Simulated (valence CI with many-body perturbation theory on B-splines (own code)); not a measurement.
**Ho26+: key properties**

Level of theory: configuration interaction combined with many-body perturbation theory (CI+MBPT): five valence electrons over a frozen Dirac-Fock core [Kr], a basis of 7 s, 7 p, 8 d, 6 f, 4 g, 1 h functions for each j, with the one-electron correlation potential Σ1, the two-electron term Σ2, the three-electron term Σ3, Breit, model QED; selected CI, second order for the rest (own B-spline code, finite nucleus).

The last digits are not significant, and no measured levels were compared; by estimate large intervals hold to a few tenths of a per cent, small ones and those within an open d or f shell to about a per cent. Only levels of the ground parity were solved; by the run's estimate the other parity begins above the list, which can be wrong where configurations are misplaced.

Levels are named by their leading jj configuration (3d3/2^4 stands for four electrons in 3d with j = 3/2), which in mixed levels can hold well under half, so a name can repeat and another be missing.

Rates and lifetimes use the calculated energies. Strong lines usually hold to 10 to 20 %, long lifetimes can be off by a factor of two.

Task: What is the ground level?

Result: (4d3/2^4 4d5/2) J=5/2, composition 33 % 4d5 6S + 30 % 4d5 4P + 15 % 4d5 2D, g = 1.547.

Task: How well does LS coupling describe the low levels?

Result: Among the lowest 20 levels the leading LS term, summed over configurations, holds 49 % on average. For single configurations the figures are 49 % in LS and 87 % in jj coupling. Terms mix most in the J = 5/2 level at 0 cm⁻¹, where the leading one holds 33 %.

Task: What is the ionisation energy?

Result: 930.43 eV; NIST lists 929 ± 4 eV (theoretical).
